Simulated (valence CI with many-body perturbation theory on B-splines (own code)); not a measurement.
Values are calculated unless marked as measured or tabulated.
**Mn11+ in three bases**

Level of theory: valence CI with perturbative core correlation (CI+MBPT): four valence electrons over a frozen Dirac-Fock core [Ne], radial functions for each j: 9 s, 9 p, 8 d, 6 f, 3 g, 1 h, with the one-electron correlation potential Σ1, the two-electron term Σ2, the three-electron term Σ3, Breit, model QED; selected CI, second order for the rest, scaled by the run's own slope (own B-spline code, finite nucleus).

No measured levels were compared; by estimate levels of excited configurations hold to 0.05 to 0.15 % of their energy, terms of the ground configuration to about 0.5 %.

The reference run has the lowest level 3s²3p² ³P_0 and an ionisation energy of 313.227 eV. Its largest variational space holds 20104 state functions.

Names give the largest LS component (configuration and term), which can be under half, so a name can repeat, a term be missing and a line seem to break the LS rules; names also repeat where a configuration has a term twice.

Changed runs:
A. basis 6 s, 6 p, 5 d, 3 f, 1 g
B. basis 5 s, 5 p, 4 d, 2 f

Excitation energies of the reference run in cm⁻¹, and shifts in cm⁻¹:

```tsv
Level	Reference	A	B
3s²3p² ³P_1	7224	-8.0	-22
3s²3p² ³P_2	15043	-0.3	+8.8
3s²3p² ¹D_2	42305	+114	+429
3s²3p² ¹S_0	83146	+189	+603
3s3p³ ⁵S°_2	195823	-189	-596
3s3p³ ³D°_1	264403	+3.8	+55
3s3p³ ³D°_2	264528	+4.5	+59
3s3p³ ³D°_3	266594	+3.4	+53
3s3p³ ³P°_0	303159	+80	+308
3s3p³ ³P°_1	303657	+78	+300
3s3p³ ³P°_2	304101	+73	+278
3s3p³ ¹D°_2	334032	+71	+137
Ionisation energy (eV)	313.227	-0.019	-0.055
```
